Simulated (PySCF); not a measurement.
4-(dimethylamino)thiophenol, C8H11NS.
Numbering: `[CH3:1][N:2]([CH3:3])[c:4]1[cH:5][cH:6][c:7]([SH:8])[cH:9][cH:10]1` (hydrogens: H11, H12, H13 on C1; H14, H15, H16 on C3; H17 on C5; H18 on C6; H19 on S8; H20 on C9; H21 on C10)

Theory: PySCF, PBE0-D3(BJ)/def2-SVP geometry optimisation, gas phase.

Q: What internal coordinates does the optimisation give?

A: 
```json
{"bond": "C1–N2, N2–C3", "length (pm)": "143.7"}
{"bond": "N2–C4", "length (pm)": "138.0"}
{"bond": "C4–C5, C4–C10", "length (pm)": "141.1"}
{"bond": "C5–C6, C9–C10", "length (pm)": "138.9"}
{"bond": "C6–C7, C7–C9", "length (pm)": "139.8"}
{"bond": "C7–S8", "length (pm)": "177.1"}
{"bond": "C1–H11, C3–H16", "length (pm)": "110.8"}
{"bond": "C1–H12 and 3 like bonds", "length (pm)": "110.0"}
{"bond": "C5–H17, C10–H21", "length (pm)": "109.0"}
{"bond": "C6–H18, C9–H20", "length (pm)": "109.3"}
{"bond": "S8–H19", "length (pm)": "134.9"}
```

Bonds in one row agree within 1 pm and their mean is given. A selection of angles:
```json
{"angle": "C1–N2–C3", "degrees": "119.5"}
{"angle": "C1–N2–C4", "degrees": "119.5"}
{"angle": "N2–C4–C5", "degrees": "121.5"}
{"angle": "C5–C4–C10", "degrees": "116.9"}
{"angle": "C4–C5–C6", "degrees": "121.4"}
{"angle": "C5–C6–C7", "degrees": "121.2"}
{"angle": "C6–C7–S8", "degrees": "123.5"}
{"angle": "C6–C7–C9", "degrees": "118.0"}
{"angle": "S8–C7–C9", "degrees": "118.5"}
{"angle": "H19–S8–C7", "degrees": "96.6"}
```

Torsions: C1–N2–C4–C5 -6° (synperiplanar); H19–S8–C7–C6 -2° (synperiplanar). The mirror-image conformer, all signs reversed, is as good.

S8 (thiol sulfur) is bent (angle 96.6°). The C–N distances run from 1.380 Å (N2–C4, drawn single) to 1.437 Å (N2–C3, drawn single), a spread of 0.057 Å. The C–C distances run from 1.389 Å (C9–C10, aromatic) to 1.411 Å (C4–C10, aromatic), a spread of 0.022 Å. The 6-membered ring C4–C5–C6–C7–C9–C10 has internal angles of 116.9° to 121.4°; it is planar, 0.00 Å rms from its mean plane, widest ring torsion 1°. N2 (aniline-type nitrogen) is almost planar (angles 119.5°, 119.5° and 119.5°, sum 358.5°, 0.10 Å off the plane of its three neighbours). Of the pairs four or more bonds apart, C1···H17 is among the closest relative to their van der Waals radii: 2.49 Å, 86 % of the sum of Bondi's values.

Point group: near Cs, missed by 0.33 Å at most; the miss may be what the optimiser left on a soft mode. PBE0-D3(BJ)/def2-SVP frequencies: not computed here. The numbers are those of one conformer (C6–C7–S8–H -2°).
